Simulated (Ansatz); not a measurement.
Program: Ansatz. Geometries: PBE0-D4/def2-TZVP. ΔE: electronic, gas phase. CCSD(T)/CBS adds triple-zeta CCSD(T) − MP2 to the extrapolated MP2 energy (def2 sets, frozen cores). This one scheme is used for every species. DFT in def2-TZVPP. B3LYP here is the variant with VWN-RPA as its local correlation; programs differ in this. HSE06 is defined as in plane-wave codes. One conformer a species, not always the lowest.

Reaction (ligand exchange at the Si–C bond): `C[SiH2]C[SiH2]F` + H–F → `F[SiH2]C[SiH2]F` + CH₄

```tsv
level	ΔE (kcal/mol)	difference from CCSD(T)/CBS
r2SCAN0-D4	-34.0	-0.9
B3LYP	-36.4	-3.3
r2SCANh	-34.6	-1.5
r2SCAN0	-34.4	-1.3
HSE06	-32.3	0.8
LC-ωPBE	-33.4	-0.3
RPA@PBE/def2-TZVPP	-33.4	-0.3
CCSD(T)/def2-TZVPP	-33.2	-0.1
HF/def2-QZVPP	-39.8	-6.7
SCS-MP2/def2-QZVPP	-34.7	-1.6
CCSD(T)/CBS	-33.1	0
```

Largest T1 diagnostic among the species: 0.011.

The D4 term adds +1.7 kcal/mol with B3LYP and +1.0 kcal/mol with PBE0; it sums over pairs of atoms, weighted by their polarisabilities, and B3LYP, whose exchange is more repulsive, gets the larger term. From BLYP to BHLYP (50 % exact exchange), in def2-TZVPP and without D4, ΔE moves by −0.9 kcal/mol. Leaving LDA and LC-ωPBE aside and taking each functional with its dispersion term where it has one, the values, not all of them listed here, spread over 5.8 kcal/mol, from BHLYP-D4 to revPBE-D4. LDA lies +1.4 kcal/mol from PBE without D4.

CCSD(T)/CBS has its own doubt, a few kJ/mol and more with outer-core shells, so smaller differences from it don't rank the levels.
